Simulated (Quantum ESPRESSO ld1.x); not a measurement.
Results of a calculation; reference values are marked as such.
Species: Co III. Configuration: [Ar] 3d7.

Level of theory: scalar-relativistic Kohn-Sham, LDA (Slater exchange, Perdew-Wang correlation), spin-polarised, spherical densities, point nucleus; open shells are filled with parallel spins first (ld1.x of Quantum ESPRESSO 7.5).

Energy parts (hartree):
| part | energy |
|---|---|
| total | -1389.8875 |
| kinetic | 1407.2409 |
| electron-nucleus | -3314.8339 |
| Hartree | 574.2794 |
| exchange-correlation | -56.5739 |

Orbitals (lengths in bohr, moments of r in powers of bohr; r(90%) holds 90 % of the orbital's charge):
orbital,occ.,eigenvalue (hartree),<1/r>,r(90%)
1s up,1,-279.1392,26.99,0.101
1s down,1,-279.1387,26.99,0.101
2s up,1,-33.6774,5.798,0.397
2s down,1,-33.6168,5.805,0.396
2p up,3,-28.9815,5.698,0.369
2p down,3,-28.9348,5.704,0.369
3s up,1,-4.4961,1.833,1.16
3s down,1,-4.3773,1.826,1.17
3p up,3,-3.1594,1.691,1.26
3p down,3,-3.0437,1.682,1.27
3d up,5,-1.0500,1.324,1.74
3d down,2,-0.9448,1.295,1.82

The highest occupied level is 3d down at -25.708 eV. Summed over all electrons, <r^2> = 16.10 bohr^2, which gives a Langevin (diamagnetic) susceptibility term of -12.7 x 10^-6 cm^3/mol. Spin moment in Bohr magnetons: 3. The density falls to 0.001 e/bohr^3 at r = 3.00 bohr.
